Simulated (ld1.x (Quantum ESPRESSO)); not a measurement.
**Cutoff test, Cl, PAW**

- Element: chlorine
- Generator: ld1.x (Quantum ESPRESSO) 7.5
- Type: PAW
- Functional: revPBE
- Relativity: scalar-relativistic
- Frozen core: [Ne]
- Valence charge: 7
- Reference configuration: 3s2 3p5
- Partial waves: 3s (bound): rcut 1.00, rcutus 1.30 bohr; 3s channel at 3.25 Ry: rcut 1.00, rcutus 1.30 bohr; 3p (bound): rcut 1.15, rcutus 1.35 bohr; 3p channel at 1.2 Ry: rcut 1.15, rcutus 1.35 bohr; 3d channel at 0.15 Ry: rcut 0.90, rcutus 1.15 bohr; 3d channel at 0.45 Ry: rcut 0.90, rcutus 1.15 bohr
- Local potential: all-electron potential smoothed inside 1.15 bohr (lloc = -2)
- Core correction: a·sin(br)/r model core, default radius (ld1.x builds one for every PAW set, though the input has nlcc=.false.)
- Augmentation charge: PSQ, radius 0.90 bohr

The pseudo-atom Hamiltonian at the reference potential is diagonalised in spherical Bessel functions j_l(qr) that vanish at 20 bohr, with q² up to the cutoff. All-electron valence levels (Ry): 3s -1.5193, 3p -0.6291.

How do the lowest levels (Ry) of each channel move with the cutoff, and are there ghosts?

```
cutoff (Ry)     s #1     p #1    p #2    d #1    f #1    f #2  Σ f·Δε (mRy)
          8  -1.4834  -0.5525  0.0316  0.0727  0.1184  0.2515         456.8
         10  -1.4892  -0.5895  0.0307  0.0727  0.1184  0.2515         260.4
         12  -1.4981  -0.6100  0.0302  0.0726  0.1184  0.2515         140.1
         18  -1.5153  -0.6264  0.0298  0.0726  0.1184  0.2515          23.6
         21  -1.5178  -0.6278  0.0298  0.0725  0.1184  0.2515          11.6
         25  -1.5188  -0.6286  0.0298  0.0725  0.1184  0.2515           5.7
         30  -1.5191  -0.6289  0.0298  0.0725  0.1184  0.2515           3.6
         35  -1.5191  -0.6291  0.0298  0.0725  0.1184  0.2515           2.6
         45  -1.5194  -0.6293  0.0298  0.0724  0.1184  0.2515           0.9
         50  -1.5195  -0.6293  0.0298  0.0724  0.1184  0.2515           0.6
         55  -1.5195  -0.6293  0.0298  0.0724  0.1184  0.2515           0.4
        400  -1.5196  -0.6294  0.0298  0.0724  0.1184  0.2515           0.0
```

Result: no extra level below or beside the all-electron valence levels (s, p, d, f tested); 10 mRy is reached at 25 Ry and 1 mRy at 45 Ry.
